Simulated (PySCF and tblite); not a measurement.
Values are calculated unless marked as measured or tabulated.
tetrahydro-4h-pyran-4-one, C₅H₈O₂, numbered as in [O:1]=[C:2]1[CH2:3][CH2:4][O:5][CH2:6][CH2:7]1.

GFN2-xTB molecular dynamics (tblite; Langevin, friction 0.002 fs⁻¹, 1.5 fs steps, hydrogen mass 2 u): 400 + 5000 steps at each temperature, started from the lowest conformer, nuclei classical.

GIAO shieldings at BP86/pcSseg-1 (PySCF) on 9 frames a temperature; like atoms are averaged, and of two unlike H on one atom a is the less shielded at the minimum.

Q: How far do thermal motions move the shieldings from their values at the minimum?

A: 
```json
{"signal": "O1", "σ at minimum (ppm)": "-325.2", "Δσ, 300 K": "-5.3 ± 6.3"}
{"signal": "C2", "σ at minimum (ppm)": "-25.3", "Δσ, 300 K": "0.2 ± 1.6"}
{"signal": "C3/C7", "σ at minimum (ppm)": "132.7", "Δσ, 300 K": "-0.3 ± 1.2"}
{"signal": "C4/C6", "σ at minimum (ppm)": "104.7", "Δσ, 300 K": "-1.3 ± 1.8"}
{"signal": "O5", "σ at minimum (ppm)": "260.3", "Δσ, 300 K": "-3.4 ± 6.2"}
{"signal": "H3/H7", "σ at minimum (ppm)": "29.36", "Δσ, 300 K": "-0.20 ± 0.09"}
{"signal": "H4/H6", "σ at minimum (ppm)": "27.43", "Δσ, 300 K": "-0.37 ± 0.10"}
```

Errors are standard errors over frames. Zero-point motion is missing, and a reference compound would move too.

Q: What do the single frames at 300 K give for C3/C7?

A: 
```
t (fs)  V above the minimum, tight binding (kcal/mol)  E above it, DFT (kcal/mol)  torsions (°)  σ (ppm)
  1016                                           10.5                        10.0          none    133.8
  1850                                            7.2                         6.9          none    134.3
  2684                                            8.4                         6.7          none    129.7
  3516                                            9.7                        10.7          none    126.4
  4350                                           12.8                        10.7          none    128.2
  5184                                           14.8                        12.5          none    134.3
  6016                                           10.4                         9.8          none    132.3
  6850                                           16.9                        18.4          none    137.1
  7684                                           12.6                        11.1          none    135.1
```

Changes within two standard errors are not significant.
